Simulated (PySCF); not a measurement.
C₃H₉Al, SMILES CC[CH2][AlH2]. Geometry optimised at PBE-D3(BJ)/def2-SVP. The structure was generated by enumeration; whether it is a known compound was not checked. Other conformers were not sampled.

Computed equilibrium geometry at PBE-D3(BJ)/def2-SVP (PySCF confirms it by a frequency run) as a Z-matrix, and its point group (one conformer of several):
point group Cs.
```
C
H 1 1.1129
H 1 1.1129 2 104.87
C 1 1.5312 2 109.22 3 -116.96
H 4 1.1097 1 111.98 2 57.08
H 4 1.1105 5 107.65 1 -122.41
H 4 1.1105 5 107.65 6 -115.17
C 1 1.5384 2 109.70 3 117.75
H 8 1.1173 1 110.23 2 65.97
H 8 1.1173 9 103.27 1 -117.75
Al 8 1.9735 9 107.10 10 -112.87
H 11 1.6059 8 119.60 9 55.12
H 11 1.6069 12 119.12 8 180.00
```
